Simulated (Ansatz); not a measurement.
bis(4-tert-butylphenyl)iodonium hydroxide (C20H27IO). Charge 0, multiplicity 3. Geometry PBE-D4/def2-SVP, that of the neutral singlet; atoms count from 1.

```xyz
49

C    -6.6528   -2.5736    0.8700
C    -5.4918   -3.2563    1.6288
C    -5.4824   -4.7494    1.2573
C    -5.7275   -3.1349    3.1518
C    -4.1695   -2.5575    1.2652
C    -4.0053   -1.1794    1.5334
C    -2.8222   -0.4946    1.2182
C    -1.7712   -1.1996    0.6209
I     0.2684   -0.4167    0.0890
C     1.9342    0.9831   -0.4811
C     2.0432    2.3376   -0.1590
C     3.2018    3.0417   -0.5357
C     4.2561    2.4179   -1.2330
C     5.5283    3.1668   -1.6686
C     6.7658    2.4750   -1.0525
C     5.5212    4.6373   -1.2162
C     5.6309    3.1314   -3.2110
C     4.1109    1.0468   -1.5419
C     2.9622    0.3319   -1.1724
C    -1.8980   -2.5615    0.3416
C    -3.0906   -3.2348    0.6637
H    -6.5068   -2.6467   -0.2269
H    -6.7383   -1.4990    1.1273
H    -7.6192   -3.0581    1.1221
H    -6.4507   -5.2120    1.5364
H    -4.6833   -5.3032    1.7906
H    -5.3417   -4.9036    0.1682
H    -5.7837   -2.0771    3.4772
H    -6.6810   -3.6264    3.4372
H    -4.9070   -3.6187    3.7198
H    -4.8246   -0.6143    2.0057
H    -2.7047    0.5771    1.4258
H     1.2247    2.8314    0.3817
H     3.2701    4.1060   -0.2698
H     6.8544    1.4191   -1.3773
H     7.6952    2.9991   -1.3588
H     6.7147    2.4836    0.0552
H     4.6729    5.2012   -1.6541
H     5.4640    4.7296   -0.1127
H     6.4559    5.1354   -1.5447
H     6.5458    3.6596   -3.5522
H     5.6777    2.0934   -3.5968
H     4.7541    3.6247   -3.6777
H     4.9073    0.5188   -2.0898
H     2.8806   -0.7390   -1.4337
H    -1.0728   -3.1222   -0.1343
H    -3.1666   -4.3058    0.4299
O    -0.7236    1.4498    0.4433
H    -1.0252    1.6861   -0.4602
```

In the def2 sets I takes a core potential; there is no spin–orbit coupling. Single mean-field runs in def2-TZVP are fitted with def2-universal-jkfit. At PBE0-D4/def2-TZVP a singlet of charge 0 lies 1.89 eV below the triplet at the same geometry.

(1) Estimate the Mulliken populations of the heavy atoms from the PBE0/def2-TZVP orbitals of Ansatz.

(2) Where does the spin sit?

(3) And the Mayer bond orders between heavy atoms (over 0.3)?

Answers

(1) 
```
atom  charge (e)  spin (α − β)
  C1       -0.37          0.00
  C2        0.06          0.00
  C3       -0.41          0.00
  C4       -0.37          0.00
  C5        0.22         -0.03
  C6       -0.21          0.04
  C7       -0.22         -0.03
  C8        0.13          0.45
  I9        0.15          0.53
 C10        0.10          0.45
 C11       -0.22         -0.03
 C12       -0.18          0.04
 C13        0.23         -0.03
 C14        0.06          0.00
 C15       -0.37          0.00
 C16       -0.41          0.00
 C17       -0.37          0.00
 C18       -0.24          0.04
 C19       -0.21         -0.02
 C20       -0.21         -0.02
 C21       -0.22          0.04
 O48       -0.57          0.46
```
Mulliken values depend strongly on the basis.

(2) Summed by element: C 0.90, I 0.53, H 0.10, O 0.46, of 2 unpaired in all. Largest on single atoms: I9 0.53, O48 0.46, C10 0.45.

(3) C1–C2 0.98 (1.55 Å); C2–C3 0.97 (1.54 Å); C2–C4 0.98 (1.55 Å); C2–C5 0.92 (1.54 Å); C5–C6 1.32 (1.41 Å); C5–C21 1.36 (1.41 Å); C6–C7 1.43 (1.40 Å); C7–C8 1.39 (1.40 Å); C8–I9 0.56 (2.25 Å); C8–C20 1.40 (1.40 Å); I9–C10 0.58 (2.25 Å); I9–O48 0.58 (2.14 Å); C10–C11 1.42 (1.40 Å); C10–C19 1.38 (1.40 Å); C11–C12 1.38 (1.41 Å); C12–C13 1.35 (1.41 Å); C13–C14 0.92 (1.54 Å); C13–C18 1.33 (1.41 Å); C14–C15 0.98 (1.55 Å); C14–C16 0.97 (1.54 Å); C14–C17 0.98 (1.55 Å); C18–C19 1.47 (1.40 Å); C20–C21 1.43 (1.41 Å).
